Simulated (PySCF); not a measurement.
Field gradients at the hydrogen positions

Species: C5H13NOSi.
Atom-mapped SMILES: `[CH3:1][CH2:2][N:3]([CH2:4][SiH3:5])[C:6]([CH3:7])=[O:8]` (hydrogens: H9, H10, H11 on C1; H12, H13 on C2; H14, H15 on C4; H16, H17, H18 on Si5; H19, H20, H21 on C7)

Cartesian coordinates in Å at the GFN2-xTB level; atoms count from 1:
```xyz
21
C5H13NOSi angstrom
C     -1.566   -1.803   -0.257
C     -0.549   -0.820   -0.839
N      0.001    0.062    0.163
C     -0.755    1.265    0.477
Si    -0.009    2.796   -0.395
C      1.175   -0.107    0.808
C      1.957   -1.371    0.515
O      1.581    0.730    1.597
H     -1.100   -2.443    0.488
H     -1.973   -2.428   -1.048
H     -2.386   -1.269    0.218
H      0.256   -1.371   -1.328
H     -1.035   -0.200   -1.599
H     -1.795    1.099    0.198
H     -0.722    1.410    1.559
H      0.050    2.470   -1.827
H     -0.939    3.908   -0.183
H      1.321    3.108    0.100
H      2.332   -1.359   -0.506
H      1.346   -2.258    0.661
H      2.803   -1.404    1.196
```

Level: PBE0/pcSseg-1 (PySCF, non-relativistic); Q(2H) = 0.00286 b; rigid geometry, the same for H and D, with no vibrational averaging.

Problem. Rank these positions by the coupling χzz of a deuteron there, largest first.
A. H14 (methylene hydrogen)
B. H20 (methyl hydrogen)
C. H18 (Si–H hydrogen)
D. H13 (methylene hydrogen)
E. H12 (methylene hydrogen)
F. H16 (Si–H hydrogen)

Solution. B (212 kHz), A (208 kHz), E (200 kHz), D (196 kHz), C (114 kHz), F (107 kHz).

Problem. Give the electric field gradient Vzz (the principal value of largest size), its asymmetry and the 2H coupling at each hydrogen.

Solution. 
```json
{"atom": "H9", "bonded to": "C1", "bond length (Å)": "1.087", "Vzz (au)": "0.3152", "η": "0.03", "χzz (kHz)": "212"}
{"atom": "H10", "bonded to": "C1", "bond length (Å)": "1.087", "Vzz (au)": "0.3160", "η": "0.02", "χzz (kHz)": "212"}
{"atom": "H11", "bonded to": "C1", "bond length (Å)": "1.087", "Vzz (au)": "0.3148", "η": "0.03", "χzz (kHz)": "212"}
{"atom": "H12", "bonded to": "C2", "bond length (Å)": "1.091", "Vzz (au)": "0.2983", "η": "0.06", "χzz (kHz)": "200"}
{"atom": "H13", "bonded to": "C2", "bond length (Å)": "1.095", "Vzz (au)": "0.2911", "η": "0.06", "χzz (kHz)": "196"}
{"atom": "H14", "bonded to": "C4", "bond length (Å)": "1.090", "Vzz (au)": "0.3090", "η": "0.09", "χzz (kHz)": "208"}
{"atom": "H15", "bonded to": "C4", "bond length (Å)": "1.092", "Vzz (au)": "0.3012", "η": "0.08", "χzz (kHz)": "202"}
{"atom": "H16", "bonded to": "Si5", "bond length (Å)": "1.470", "Vzz (au)": "0.1594", "η": "0.02", "χzz (kHz)": "107"}
{"atom": "H17", "bonded to": "Si5", "bond length (Å)": "1.465", "Vzz (au)": "0.1623", "η": "0.01", "χzz (kHz)": "109"}
{"atom": "H18", "bonded to": "Si5", "bond length (Å)": "1.453", "Vzz (au)": "0.1703", "η": "0.03", "χzz (kHz)": "114"}
{"atom": "H19", "bonded to": "C7", "bond length (Å)": "1.089", "Vzz (au)": "0.3132", "η": "0.02", "χzz (kHz)": "210"}
{"atom": "H20", "bonded to": "C7", "bond length (Å)": "1.087", "Vzz (au)": "0.3159", "η": "0.03", "χzz (kHz)": "212"}
{"atom": "H21", "bonded to": "C7", "bond length (Å)": "1.087", "Vzz (au)": "0.3127", "η": "0.01", "χzz (kHz)": "210"}
```

Problem. Average by the element that carries the hydrogen.

Solution. on C: 207 kHz over 10 positions, mean bond length 1.089 Å; on Si: 110 kHz over 3 positions, mean bond length 1.463 Å.

Problem. How does χzz go with the bond length over the 10 C–H bonds?

Solution. A straight-line fit has a slope of -20.6 kHz for each 0.01 Å, with a correlation coefficient of -0.96, over lengths from 1.087 to 1.095 Å. The longer bonds have the smaller couplings here.

Problem. A static deuteron (I = 1) shows a doublet split by (3/2)χ, (3/4)χ(1 + η) and (3/4)χ(1 − η) with the field along z, y and x of the gradient. What are these for H19?

Solution. With |χ| = 210.4 kHz and η = 0.021: 316, 161 and 154 kHz, to first order and without motion.

Geometry: GFN2-xTB, one conformer, isolated molecule. GFN2-xTB bond lengths can be off by several hundredths of an ångström, more for odd bonds, and the gradients follow them. The basis is small and wasn't made for field gradients, so the couplings can be 20 % off.

These values come from a run that also computed NMR shieldings. On an Arm Neoverse N1 with one thread, no GPU (shared host), this took 69 s and 1.0 GiB of memory at its peak.
